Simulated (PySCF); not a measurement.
Species: C₄H₁₂GeN₂.
Geometry (PBE0-D3(BJ)/def2-SVP, Å), atoms numbered from 1 in this order:
```
atom  x, y, z in Å
C1     2.689    0.525    0.624
N2     1.316    0.395    0.236
C3     1.029   -0.023   -0.921
C4    -0.402   -0.132   -1.382
N5    -1.407   -0.054   -0.362
C6    -1.589   -1.269    0.395
Ge7   -1.580    1.525    0.586
H8     2.880   -0.088    1.521
H9     3.411    0.232   -0.164
H10    2.890    1.568    0.917
H11    1.815   -0.290   -1.662
H12   -0.555    0.665   -2.137
H13   -0.518   -1.078   -1.946
H14   -1.807   -2.116   -0.282
H15   -0.713   -1.551    1.015
H16   -2.455   -1.171    1.070
H17   -0.930    1.494    1.984
H18   -0.987    2.642   -0.290
H19   -3.098    1.760    0.781
```

Computed with PySCF, PBE0-D3(BJ)/def2-SVP geometry optimisation, gas phase.

Take the most abundant isotopes and a rigid rotor. The values belong to one conformer with, in the numbering `[CH3:1]/[N:2]=[CH:3]/[CH2:4][N:5]([CH3:6])[GeH3:7]`, N2–C3–C4–N5 -15°, C3–C4–N5–C6 -78°.

Task: Give the principal moments of inertia and the rotational constants in GHz.

Result: Ia = 210.51, Ib = 440.48, Ic = 542.82 u·Å²; 505379 MHz·u·Å²/I gives 2401, 1147 and 931.0 MHz, that is A = 2.4008, B = 1.1473, C = 0.9310 GHz.

Task: Classify the top.

Result: An asymmetric top. Ray's parameter κ = (2B − A − C)/(A − C) = -0.706; −1 is the prolate and +1 the oblate limit.

Task: Is it planar, by Δ = Ic − Ia − Ib?

Result: Not planar: Δ = Ic − Ia − Ib = -108.16 u·Å². For a rigid frame Δ = −2 Σ m c², so Σ m c² = 54.08 u·Å² lies off the ab plane: 19.26 from hydrogen and 34.82 from heavier atoms. The atom farthest from that plane is 2.00 Å away.

Task: List the rotational levels J(Ka,Kc) to J = 4 (MHz).

Result: Above 0(0,0):
J = 1: 1(0,1) 2078, 1(1,1) 3332, 1(1,0) 3548
J = 2: 2(0,2) 6209, 2(1,2) 7272, 2(1,1) 7921, 2(2,1) 11681, 2(2,0) 11707
J = 3: 3(0,3) 12344, 3(1,3) 13168, 3(1,2) 14464, 3(2,2) 17917, 3(2,1) 18042, 3(3,1) 24740, 3(3,0) 24742
J = 4: 4(0,4) 20420, 4(1,4) 21002, 4(1,3) 23152, 4(2,3) 26210, 4(2,2) 26573, 4(3,2) 33099, 4(3,1) 33112, 4(4,1) 42589, 4(4,0) 42589
Those of J = 1 are B + C, A + C and A + B.

Task: Which types of transition are allowed, and where do some lines up to J = 4 fall?

Result: The dipole components are |μa| = 2.01 D, |μb| = 0.45 D, |μc| = 0.34 D. The squared components, which scale the intensities, stand as 1.00 : 0.05 : 0.03 (a : b : c). Some lines, for components of 0.1 D or more:

```tsv
type	branch	J(Ka,Kc)	MHz	lower level (cm⁻¹)
a	Q	4(2,2) ← 4(2,3)	363	0.874
c	Q	1(1,1) ← 1(0,1)	1253	0.069
a	Q	3(1,2) ← 3(1,3)	1296	0.439
b	R	3(1,2) ← 2(2,1)	2782	0.390
c	R	1(1,0) ← 0(0,0)	3548	0.000
a	R	2(0,2) ← 1(0,1)	4131	0.069
a	R	2(1,1) ← 1(1,0)	4373	0.118
c	R	2(1,1) ← 1(0,1)	5843	0.069
c	Q	4(3,2) ← 4(2,2)	6526	0.886
b	R	3(1,3) ← 2(0,2)	6958	0.207
b	R	2(2,1) ← 1(1,0)	8133	0.118
a	R	4(2,3) ← 3(2,2)	8293	0.598
a	R	4(1,3) ← 3(1,2)	8689	0.482
c	R	3(2,1) ← 2(1,1)	10121	0.264
b	R	3(2,1) ← 2(1,2)	10770	0.243
b	R	4(2,3) ← 3(1,2)	11746	0.482
c	R	4(2,3) ← 3(1,3)	13042	0.439
b	R	4(2,2) ← 3(1,3)	13406	0.439
c	R	4(3,2) ← 3(2,2)	15183	0.598
b	R	4(4,1) ← 3(3,0)	17847	0.825
c	R	4(4,0) ← 3(3,0)	17848	0.825
```

Task: Estimate the classical rotational partition function at 10 K, 25 K and 500 K.

Result: Point group C1, symmetry number σ = 1; q = (√π/σ)·√((kT/h)³/(ABC)), k/h = 20836.6 MHz/K: 3330 at 10 K, 13200 at 25 K, 1180000 at 500 K.

No frequency check. Constants of a rigid frame at the computed geometry: no zero-point averaging, no centrifugal distortion. A rigid rotor knows nothing of internal rotation, which can split or shift real lines. Quadrupole hyperfine structure (14N) is left out.

The run took about 4 min of CPU time (one thread, shared machine). That covers the optimisation of the geometry.
